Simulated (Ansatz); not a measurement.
Total energies of B2(Cl)4 (B₂Cl₄) from Ansatz at ωB97X-V/def2-TZVPD, gas phase (1 Eh = 27.2114 eV = 2625.5 kJ/mol). The reference geometry is relaxed at PBE0-D4/def2-SVP.

| state | geometry | energy (Eh) |
| --- | --- | --- |
| charge 0 singlet | reference | -1890.44608 |
| charge -1 doublet | reference | -1890.46082 |
| free B atom (doublet) | – | -24.65384 |
| free Cl atom (doublet) | – | -460.08005 |

Q: Work out the vertical electron affinity, to the doublet.

A: E(charge 0 singlet) − E(charge -1 doublet) = -1890.44608 − (-1890.46082) = 0.01474 Eh = 0.40 eV.

Q: What is the binding energy per atom against free atoms?

A: Atoms: 2 × (-24.65384) + 4 × (-460.08005) = -1889.62788 Eh. Binding: -1889.62788 − (-1890.44608) = 0.81820 Eh = 22.26 eV, or 3.71 eV for each of 6 atoms (no zero-point energy, no counterpoise term).
